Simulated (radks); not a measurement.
Q: These are the eigenvalues of the occupied orbitals of an atom or ion with whole-number occupations (hartree). Method: Dirac Kohn-Sham, BLYP, spin-unpolarised, spherical densities, point nucleus; computed with a radial shooting solver on a logarithmic mesh with Libxc functionals.

| orbital | eigenvalue |
|---|---|
| 1s1/2 | -2964.355 |
| 2s1/2 | -522.5999 |
| 2p1/2 | -501.0862 |
| 2p3/2 | -433.5981 |
| 3s1/2 | -123.3233 |
| 3p1/2 | -113.6652 |
| 3p3/2 | -98.77303 |
| 3d3/2 | -82.76336 |
| 3d5/2 | -79.56317 |
| 4s1/2 | -26.75479 |
| 4p1/2 | -22.63869 |
| 4p3/2 | -19.06598 |
| 4d3/2 | -12.33912 |
| 4d5/2 | -11.67404 |
| 5s1/2 | -3.97262 |
| 4f5/2 | -3.04737 |
| 4f7/2 | -2.90729 |
| 5p1/2 | -2.63812 |
| 5p3/2 | -2.03015 |
| 5d3/2 | -0.28391 |
| 5d5/2 | -0.22787 |
| 6s1/2 | -0.21286 |

Which element is it, and in what charge state? The configuration may be excited. Open shells, if any, fill j = l - 1/2 first.

A: Z = 79, gold, charge 0: Au in [Xe] 4f14 5d10 6s1. The list shows which subshells hold electrons but not how many an open one holds; the 1s level, -2964.4 hartree, gives Z - s = 77.0 by -(Z - s)^2/2, which with screening and relativity narrows Z to a few neighbours, and the depths of the outer levels then fix element, charge and occupations together.
